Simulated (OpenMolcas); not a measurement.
An atom or ion with 8 electrons was computed by SS-CASPT2, IPEA 0.25 Eh, imaginary shift 0.1 Eh with spin-orbit coupling (OpenMolcas, ANO-RCC-VTZP, DKH2). The lowest levels that the run gave, each within 12 % of the measured value where one is at hand:

| J | Parity | E (eV) | g |
| --- | --- | --- | --- |
| 2 | even | 0.0000 | 1.501 |
| 1 | even | 0.0185 | 1.501 |
| 0 | even | 0.0276 |  |
| 2 | even | 1.958 | 1.000 |
| 0 | even | 4.438 |  |

**Question.** Which ion is it, and what are the configurations and terms?

**Answer.** O (Z = 8, neutral; active space 4 electrons in 3 orbitals (2p)). J, parity and g give the terms where levels are pure, and mixed ones are named by the computed weights; the size of the splittings, set against known spectra of the 8-electron sequence, gives the charge. In order, with the measured energies in eV (NIST Handbook of Basic Atomic Spectroscopic Data): 2s² 2p⁴ ³P₂, 2s² 2p⁴ ³P₁ (0.0196), 2s² 2p⁴ ³P₀ (0.0281), 2s² 2p⁴ ¹D₂ (1.9674), 2s² 2p⁴ ¹S₀ (4.1897).

CASPT2 breaks the degeneracy within a term, and the mean is taken; among the terms shown or strongly mixed into the levels shown the widest spread is 110 cm-1 (2s² 2p⁴ ¹D). With the s shell closed, the reference lacks s² → p² mixing. Measured partners are found by configuration, term and J. A level has none where our copy of the source lacks it or the pairing is in doubt (some pairs that miss far off the trend of their configuration count as doubtful), and it then counts in no deviation. Only configurations of the active space appear.
